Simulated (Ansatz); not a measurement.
One change: `C[N](C)[Sc]1234([N](C)C)[C@H]5[C@@H]1[C@@H]2[C@@H]3[C@H]54` becomes `C[N](C)[Sc]1234([N](C)C)[C@@H]5[C@H]1[C@H]2[C@@]3(F)[C@@H]54`.

Ansatz, PBE0-D4/def2-TZVP geometries, multiplicity 1. Each molecule was computed in one conformer, which needn't be the lowest.

Scalar relativity is left out up to krypton.

| property | `C[N](C)[Sc]1234([N](C)C)[C@H]5[C@@H]1[C@@H]2[C@@H]3[C@H]54` |
| --- | --- |
| HOMO–LUMO gap (PBE/def2-TZVPP) / eV | 2.46 |
| LUMO energy (PBE/def2-TZVPP) / eV | -2.03 |
| size of the dipole moment (B3LYP/def2-TZVPP) / D | 0.42 |
| LUMO energy (ωB97M-V/def2-TZVPP) / eV | 0.43 |
| LUMO energy (PBE0/def2-TZVPP) / eV | -1.10 |
| HOMO energy (PBE/def2-TZVPP) / eV | -4.49 |

Question: What does the change do to each property? (An estimate is asked.)

Answer: Computed: 
| property | `C[N](C)[Sc]1234([N](C)C)[C@@H]5[C@H]1[C@H]2[C@@]3(F)[C@@H]54` | shift |
| --- | --- | --- |
| HOMO–LUMO gap (PBE/def2-TZVPP) / eV | 2.47 | 0.01 |
| LUMO energy (PBE/def2-TZVPP) / eV | -2.10 | -0.07 |
| size of the dipole moment (B3LYP/def2-TZVPP) / D | 1.69 | 1.27 |
| LUMO energy (ωB97M-V/def2-TZVPP) / eV | 0.36 | -0.07 |
| LUMO energy (PBE0/def2-TZVPP) / eV | -1.18 | -0.08 |
| HOMO energy (PBE/def2-TZVPP) / eV | -4.56 | -0.07 |

Dipoles are sizes alone; their direction can turn.

B3LYP here is the variant with VWN-RPA as its local correlation; programs differ in this.
